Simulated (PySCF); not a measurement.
**Two-component Hartree-Fock for Ta+ (tantalum, charge +1)**

Start: [Xe] 4f14 5d3 6p1; 5d5/2 filled at m_j = +1/2, +3/2, +5/2; 6p3/2 filled at m_j = +3/2. Calculated with PySCF 2.14 in x2c-TZVPall-2c: generalised Hartree-Fock with the X2C-1e Hamiltonian and a Gaussian nucleus; spin-orbit coupling (SO) screened by Boettger's factors. This is a chosen level, not necessarily the ground level.

```tsv
spinor shell	electrons	ε, screened SO (eV)	weight of nominal j (screened SO)	rms radius, screened SO (bohr)
1s1/2	2	-67764.5	1.000	0.0211
2s1/2	2	-11786.9	1.000	0.0853
2p1/2	2	-11244.4	1.000	0.0726
2p3/2	4	-9968.6	1.000	0.0799
3s1/2	2	-2767.4	1.000	0.218
3p1/2	2	-2526.6	1.000	0.210
3p3/2	4	-2247.1	1.000	0.225
3d3/2	4	-1845.2	1.000	0.199
3d5/2	6	-1784.8	1.000	0.203
4s1/2	2	-602.54	1.000	0.488
4p1/2	2	-501.96	1.000	0.497
4p3/2	4	-436.99	1.000	0.530
4d3/2	4	-271.17	1.000	0.557
5s1/2	2	-95.664	1.000	1.19
5p1/2	2	-63.695	0.971	1.32
5p3/2	4	-54.365	0.985	1.42
4f5/2	6	-50.108	0.991	0.702
4f7/2	8	-48.168	0.994	0.706
5d5/2	3	-17.488	0.679	2.24
6p3/2	1	-9.607	1.000	4.42
```

Problem. Where does 4d5/2 lie, and what is the 4d spin-orbit splitting (screened SO)?

Solution. At -258.94 eV, 12.234 eV above 4d3/2.

```json
{"quantity": "E (hartree)", "screened SO": "-15609.91760"}
{"quantity": "M_J", "screened SO": "6"}
{"quantity": "⟨J²⟩", "screened SO": "42.010"}
{"quantity": "⟨L²⟩", "screened SO": "20.783"}
{"quantity": "⟨S²⟩", "screened SO": "5.864"}
```

Each row is a mean over spinors that exchange with the open shell spreads, by up to 5.757 eV (5p3/2).

Rows whose weight is well below 1 are mixtures of j = l ± 1/2: exchange outweighs spin-orbit coupling there, and the label is only the starting occupation.

Breit and QED terms are absent; they matter most for the inner s and p1/2 levels.

Densities and radii are taken from the X2C orbitals without a picture-change correction, which distorts them close to the nucleus.
